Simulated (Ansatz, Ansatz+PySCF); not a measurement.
```yaml
atoms:
  - { symbol: C, position_ang: [1.3900, 0.0000, 0.0000] }
  - { symbol: C, position_ang: [0.6950, 1.2038, 0.0000] }
  - { symbol: C, position_ang: [-0.6950, 1.2038, 0.0000] }
  - { symbol: C, position_ang: [-1.3900, 0.0000, 0.0000] }
  - { symbol: C, position_ang: [-0.6950, -1.2038, 0.0000] }
  - { symbol: C, position_ang: [0.6950, -1.2038, 0.0000] }
  - { symbol: H, position_ang: [1.2375, 2.1434, 0.0000] }
  - { symbol: H, position_ang: [-2.4750, 0.0000, 0.0000] }
  - { symbol: H, position_ang: [1.2375, -2.1434, 0.0000] }
```

Basis set: def2-SVP (spherical functions). Charge 0, multiplicity 4.

Computed with Ansatz (development build ahead of 0.2.0); each method stands on the lowest determinant of its kind that the runs found. Restricted functionals stand beside restricted open-shell atoms, which can lie above the unrestricted atoms usual in DFT and then raise those values.

Q: Give the atomization energy at this shape (free ground-state atoms in the same class of orbitals less the molecule, no zero-point energy) of quartet C₆H₃ by ωB97X (restricted open-shell), PBE0 (unrestricted), PBE0 (restricted open-shell), UHF, ROHF.

A:

| method | atomization energy |
| --- | --- |
| ωB97X (restricted open-shell) | 4276.4 kJ/mol |
| PBE0 (unrestricted) | 4370.4 kJ/mol |
| PBE0 (restricted open-shell) | 4379.2 kJ/mol |
| UHF | 3227.1 kJ/mol |
| ROHF | 3186.2 kJ/mol |

Caution: another spin multiplicity may lie lower. Caution for UHF: the unrestricted determinant is a mixture of spin states. Caution for ROHF: an unrestricted determinant lies well below.

The shape needn't be a minimum at these levels.
